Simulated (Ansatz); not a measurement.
Zn₃O₃. The state is a singlet with charge 0. Geometry r2SCAN-D4/def2-SVP.

```xyz
6

Zn   -0.945    2.669   -2.481
Zn    0.094   -1.682    1.568
Zn    0.334    0.768   -0.343
O     0.334    1.559   -1.915
O    -0.294   -3.318    1.952
O     0.477    0.005    1.218
```

The restricted singlet is unstable towards broken spin symmetry in Hartree–Fock (as tested in another run); at HF/def2-TZVP, PBE-D4/def2-TZVP, r2SCAN-D4/def2-TZVP, PBE0-D4/def2-TZVP and others this wasn't settled. At PBE-D4/def2-TZVP, r2SCAN-D4/def2-TZVP an occupied level lies above an empty one. Another isomer (singlet) lies 3.91 eV lower at PBE0-D4/def2-TZVP; other spin states weren't run for this one.

Question: Estimate the orbital energies around the gap (eV) in Ansatz with HF/def2-TZVP, PBE-D4/def2-TZVP, r2SCAN-D4/def2-TZVP, PBE0-D4/def2-TZVP, r2SCAN0-D4/def2-TZVP.

Answer: 
| orbital | HF/def2-TZVP | PBE-D4/def2-TZVP | r2SCAN-D4/def2-TZVP | PBE0-D4/def2-TZVP | r2SCAN0-D4/def2-TZVP |
| --- | --- | --- | --- | --- | --- |
| HOMO−9 | -19.57 | -11.45 | -11.77 | -13.77 | -14.02 |
| HOMO−8 | -14.67 | -9.40 | -9.59 | -10.86 | -11.02 |
| HOMO−7 | -13.50 | -8.79 | -8.94 | -10.01 | -10.15 |
| HOMO−6 | -13.37 | -8.22 | -8.47 | -9.60 | -9.80 |
| HOMO−5 | -12.75 | -7.82 | -8.08 | -9.21 | -9.42 |
| HOMO−4 | -11.56 | -7.27 | -7.51 | -8.57 | -8.76 |
| HOMO−3 | -11.36 | -7.05 | -7.27 | -8.20 | -8.39 |
| HOMO−2 | -10.26 | -6.78 | -6.97 | -7.90 | -8.07 |
| HOMO−1 | -9.45 | -5.80 | -5.88 | -6.69 | -6.90 |
| HOMO | -5.95 | -5.35 | -5.61 | -6.06 | -6.14 |
| LUMO | -4.05 | -5.71 | -5.80 | -5.49 | -5.58 |
| LUMO+1 | 0.13 | -2.29 | -2.03 | -1.44 | -1.30 |
| LUMO+2 | 0.24 | -1.82 | -1.53 | -1.18 | -1.01 |
| LUMO+3 | 1.37 | -1.67 | -1.38 | -1.14 | -0.97 |
| LUMO+4 | 2.48 | -0.64 | -0.29 | 0.22 | 0.42 |
| LUMO+5 | 2.67 | -0.48 | -0.09 | 0.45 | 0.69 |
